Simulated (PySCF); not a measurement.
**Polarisability and C₆ of Re (rhenium, neutral)**

[Xe] 4f14 5d5 6s2, high-spin 6S determinant. Calculation: PySCF 2.14, in aug-cc-pwCVDZ-PP with ECP60MDF; a scalar-relativistic core potential. Coupled (time-dependent) response in atomic units; α is the mean over directions. A double-zeta set is small for polarisabilities.

```tsv
method	mean α (bohr³)	C₆ (like pair)	S(−4)
UHF	95.86	1112	8211
PBE	64.49	735.6	1874
PBE0	67.65	777.9	2158
MN15	57.91	663.1	1205
```

S(−4) is the Cauchy moment in α(ω) = α(0) + S(−4) ω² + …

Reference α: 62 ± 3 bohr³ (recommended; Schwerdtfeger and Nagle, table of static dipole polarizabilities (2023 update)). Published C₆: 663.0 (Gould and Bucko (2016)).

Hartree-Fock lies above the reference because it lacks correlation, which contracts the outer shell.

α(iu) at UHF:

```csv
u (hartree),α(iu) (bohr³)
0,95.86
0.0500,81.45
0.100,62.62
0.200,38.56
0.300,25.89
0.500,14.66
0.750,9.143
1.00,6.438
1.50,3.785
2.00,2.513
3.00,1.339
5.00,0.5566
```

Energies and moments cover only the electrons outside the core potential. Spin-orbit coupling, which splits the p, d and f shells strongly at this Z, is absent.
